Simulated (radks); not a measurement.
The platinum ion Pt37+, [Kr] 4d5. All-electron calculation, non-relativistic Kohn-Sham, r2SCAN, spin-polarised, spherical densities, point nucleus; meta-GGA in the generalised Kohn-Sham scheme. Program: a radial shooting solver on a logarithmic mesh with Libxc functionals. Every spin shell is full or empty, so the densities are truly spherical. Functionals are evaluated on that one density, not self-consistently. Rank these exchange functionals by their error against the exact value of the orbitals, and give that value: LDA, PBEsol, revPBE, RPBE, PW91, OPTX, WC, AM05, SOGGA, G96, APBE, r2SCAN, TASK, MVS.

Answer. Exact: -269.896 hartree. From best to worst, with 100 (|E| - |E exact|)/|E exact| (equal figures are ties): MVS +0.01, PW91 -0.03, r2SCAN -0.17, RPBE -0.23, APBE +0.25, revPBE -0.28, G96 +0.41, WC -0.83, OPTX +1.51, TASK -2.03, PBEsol -2.16, SOGGA -2.17, AM05 -4.26, LDA -4.62.
